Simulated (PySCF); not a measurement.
AlCl₂HSe, SMILES [Al]([SeH])([Cl])[Cl]. Geometry: B3LYP-D3(BJ)/def2-SVP. The values are those of a single conformer.

The numbers are results of B3LYP-D3(BJ)/def2-SVP (PySCF), not measurements.

Harmonic wavenumbers (cm⁻¹): 106, 131, 184, 242, 307, 550, 573, 648, 2408. Rotational constants (GHz): 2.154, 1.161, 0.7546; symmetry number 1.

Q: Work out the zero-point energy and the ideal-gas rigid-rotor harmonic-oscillator thermochemistry at 298.15 K and 1 atm.

A: ZPE = ½ Σ hcν = ½ × 5147 cm⁻¹ = 30.79 kJ/mol. H − E(el) = 49.62 kJ/mol. Entropy in J/(mol K): translation 173.36, rotation 123.52, vibration 55.00, total 351.89. G − E(el) = -55.29 kJ/mol. Cp = 84.85 J/(mol K). Modes under 150 cm⁻¹ make the vibrational entropy uncertain.
